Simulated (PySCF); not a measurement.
(2R)-1,1-difluoro-2-methylcyclopropane (C4H6F2), SMILES C[C@H]1C(F)(F)C1.

Geometry optimised at PBE-D3(BJ)/def2-SVP.

Two levels are set side by side: PBE/def2-TZVP (PySCF) and r2SCAN/def2-TZVP (PySCF). Same geometry, gas phase. Differences are taken from unrounded values.

```
quantity                     r2SCAN
---------------------------  ------
orbital gap (eV)               7.87
highest occupied level (eV)   -6.87
lowest empty level (eV)        1.01
dipole moment (D)              2.25
mean polarisability (bohr³)    48.5
```

What does PBE give, and how far is it from r2SCAN? (Estimate from the structure and the level; the computed values follow.)


```tsv
quantity	PBE	PBE minus r2SCAN
orbital gap (eV)	6.93	-0.94
highest occupied level (eV)	-6.59	0.28
lowest empty level (eV)	0.34	-0.66
dipole moment (D)	2.16	-0.09
mean polarisability (bohr³)	49.6	1.1
```

Rough cost on one machine, each run with all the roots and properties that it gave: r2SCAN against PBE about 4 times.
